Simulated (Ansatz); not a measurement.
Ansatz (an electronic-structure program) input:

Ansatz 0.2 input:
```yaml
crystal:
  periodic: [false, false, false]
  atoms:
    - {symbol: Si, position_ang: [-0.01469801, -0.50408292, -0.01115471]}
    - {symbol: O, position_ang: [-0.14847962, 1.01906834, 0.01640263]}
    - {symbol: H, position_ang: [1.39360918, -1.09538579, 0.02494486]}
basis:
  gaussian:
    orbitals: STO-3G
magnetization: {spin_polarized: true, initial_magnetization: 1}
correlation: {method: ccsd_t, electrons: outside_noble_gas}
```

Predict the final energy.

-360.04474 Eh (CCSD(T)/STO-3G). The basis has 15 functions.

It need not be the lowest isomer of its formula.

The program attaches cautions to this result: large difference.
